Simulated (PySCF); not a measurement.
C2H3O (SMILES C[C-]=O), charge -1, singlet, at a GFN2-xTB geometry. Base run: CCSD(T)/cc-pVDZ (PySCF).

Here is a job for PySCF.
```python
from pyscf import gto, scf, cc

mol = gto.Mole()
mol.atom = '''
    O     1.202222    0.357989    0.020415
    C    -0.023925    0.670557   -0.012722
    C    -0.969557   -0.665232   -0.009621
    H    -0.422319   -1.620473    0.019993
    H    -1.637080   -0.621627    0.859365
    H    -1.597490   -0.653758   -0.908618
'''
mol.basis = 'cc-pvdz'
mol.charge = -1
mol.spin = 0
mol.verbose = 4
mol.max_memory = 1800
mol.build()

mf = scf.RHF(mol)
mf.kernel()

mycc = cc.CCSD(mf, frozen=3)
mycc.kernel()
et = mycc.ccsd_t()
print('E(CCSD(T)) = %.10f' % (mycc.e_tot + et))
```

Variants of this job, named by their change:

```
change         ΔE vs base (mEh)  MP2 correlation (Eh)  CC correlation without the perturbative part (Eh)  basis functions
-------------  ----------------  --------------------  -------------------------------------------------  ---------------
base                      0.000              -0.45955                                           -0.48697               57
method = mp2             43.742              -0.45955                                                  -               57
method = cisd            73.016                     -                                                  -               57
method = ccsd            16.322              -0.45955                                           -0.48697               57
```
